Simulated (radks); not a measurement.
The numbers below are computed, except where a source is named.
Question: Radial electron density D(r) = 4 pi r^2 rho(r) of an atom or ion with 33.75 electrons. Code: a radial shooting solver on a logarithmic mesh with Libxc functionals. Model: non-relativistic Kohn-Sham, PBE, spin-polarised, spherical densities, point nucleus.

| r (bohr) | D(r) (e/bohr) | spin D(r) |
|---|---|---|
| 0.002457 | 1.891 | -0.0000168 |
| 0.002793 | 2.386 | -0.0000209 |
| 0.0032 | 3.044 | -0.0000261 |
| 0.003666 | 3.867 | -0.0000321 |
| 0.0042 | 4.889 | -0.0000388 |
| 0.004773 | 6.067 | -0.0000453 |
| 0.005469 | 7.586 | -0.0000516 |
| 0.006266 | 9.418 | -0.0000557 |
| 0.007121 | 11.46 | -0.0000546 |
| 0.008159 | 13.99 | -0.0000435 |
| 0.009347 | 16.90 | -0.0000137 |
| 0.01062 | 19.98 | 0.0000435 |
| 0.01217 | 23.55 | 0.000155 |
| 0.01394 | 27.33 | 0.000352 |
| 0.01598 | 31.18 | 0.000682 |
| 0.01816 | 34.66 | 0.00118 |
| 0.0208 | 37.98 | 0.00200 |
| 0.02383 | 40.61 | 0.00326 |
| 0.02709 | 42.22 | 0.00501 |
| 0.03103 | 42.83 | 0.00769 |
| 0.03555 | 42.27 | 0.0115 |
| 0.04041 | 40.82 | 0.0162 |
| 0.0463 | 38.70 | 0.0227 |
| 0.05304 | 36.64 | 0.0308 |
| 0.06077 | 35.40 | 0.0400 |
| 0.06907 | 35.62 | 0.0490 |
| 0.07913 | 37.67 | 0.0576 |
| 0.09066 | 41.36 | 0.0631 |
| 0.103 | 45.55 | 0.0634 |
| 0.118 | 49.41 | 0.0565 |
| 0.1352 | 51.14 | 0.0419 |
| 0.1537 | 49.88 | 0.0233 |
| 0.1761 | 45.44 | 0.00396 |
| 0.2018 | 39.03 | -0.00632 |
| 0.2311 | 32.78 | 0.00139 |
| 0.2627 | 29.00 | 0.0290 |
| 0.301 | 28.29 | 0.0757 |
| 0.3448 | 30.46 | 0.125 |
| 0.3919 | 33.33 | 0.154 |
| 0.449 | 34.94 | 0.148 |
| 0.5144 | 33.46 | 0.103 |
| 0.5847 | 29.14 | 0.0425 |
| 0.6699 | 22.63 | -0.00385 |
| 0.7674 | 15.95 | 0.00851 |
| 0.8792 | 10.59 | 0.104 |
| 0.9993 | 7.316 | 0.264 |
| 1.145 | 5.521 | 0.476 |
| 1.312 | 4.788 | 0.674 |
| 1.491 | 4.413 | 0.793 |
| 1.708 | 3.901 | 0.809 |
| 1.957 | 3.140 | 0.710 |
| 2.224 | 2.295 | 0.549 |
| 2.548 | 1.448 | 0.360 |
| 2.919 | 0.7959 | 0.202 |
| 3.344 | 0.3788 | 0.0970 |
| 3.801 | 0.1634 | 0.0416 |
| 4.355 | 0.05636 | 0.0140 |
| 4.989 | 0.01584 | 0.00377 |
| 5.671 | 0.003876 | 0.000858 |
| 6.497 | 0.0006731 | 0.000132 |

What is the nuclear charge?

Answer: Z = 35. The innermost maximum, from 1s, lies near 1/Z = 0.0286 bohr (found: 0.0310), and its height grows with Z. The density is that of the bromine ion Br1.25+ in [Ar] 3d10 4s2 4p(up 2.5, down 1.25); the configuration itself is not fixed sharply by these data, and Z only to about a unit. D(r) has 3 maxima, at r = 0.0310, 0.136, 0.453 bohr, and minima at 0.0638, 0.289 bohr, inside which lie 2.08, 11.07 electrons.
